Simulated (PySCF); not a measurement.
Al(CF3)(Me)2 (C₃H₆AlF₃), SMILES [CH3][Al]([CH3])[C](F)(F)F.

Geometry: ωB97X-D3(BJ)/def2-SVP.

The numbers are results of ωB97X/def2-TZVP in PySCF, not measurements.

The molecule is in vacuum.

Task: Estimate the frontier levels, gap, dipole moment and polarisability. (The exact figures need the calculation; the answer reports its results.)

Result: 
highest occupied level: -10.67 eV
lowest empty level: 0.72 eV
orbital gap: 11.39 eV
dipole moment: 0.643 e·Å
quadrupole, principal values (traceless, Buckingham form, about the centre of nuclear charge): -2.95, -1.83, 4.78 D·Å
mean static polarisability: 61.7 bohr³ (9.15 Å³)
polarisability, principal values: 53.3, 62.7, 69.1 bohr³
